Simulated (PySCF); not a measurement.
# C$_{11}$H$_{9}$NS: calculation and literature

Bonds (- single, = double, # triple, : aromatic): C1:C2, C2:C3, C3:C4, C4-S5, S5-C6, C6:C7, C7:C8, C8:N9, N9:C10, C10:C11, C4:C12, C12:C13, C13:C1, C11:C6. C1 carries H14; C2 carries H15; C3 carries H16; C7 carries H17; C8 carries H18; C10 carries H19; C11 carries H20; C12 carries H21; C13 carries H22.

The calculation (PySCF 2.14): shielding tensors at PBE0/pcSseg-1 (GIAO), PBE0-D3(BJ)/def2-SVP structure. One conformer, no solvent, fast rotation and ring inversion assumed for equivalent nuclei, relativity neglected.

Reference values: estimated from measurements, as parent shift plus tabulated substituent increment (solution, not stated per compound (mostly CDCl3 or CCl4); Pretsch, Buehlmann, Badertscher, Structure Determination of Organic Compounds, 4th ed. (2009)).
```csv
atoms,quantity,reference,computed,"computed, scaled"
H18/H19,δ ¹H,8.64,8.38,8.16
H17/H20,δ ¹H,7.09,6.39,6.27
```

Computed shifts are σ(ref) − σ with the named reference compound (TMS for H and C) calculated as an isolated molecule at the same level. The measured values may be among those fitted. Shieldings were converted by linear fits to measured shifts (mostly CDCl3, TMS scale, for H and C): ¹H: δ = 29.91 − 0.950σ (rms 0.21 ppm, 526 shifts, 0.22 ppm with the 3 outliers that the fit left out). A few per cent of atoms miss by over 2 rms, more outside the fitted compound classes.

Problem. How far are the unscaled ¹H shifts from the references?

Solution. Mean signed difference -0.48 ppm, mean absolute 0.48 ppm over 2 comparisons; the largest is -0.70 ppm at H17/H20 (hydrogen on an aromatic CH).
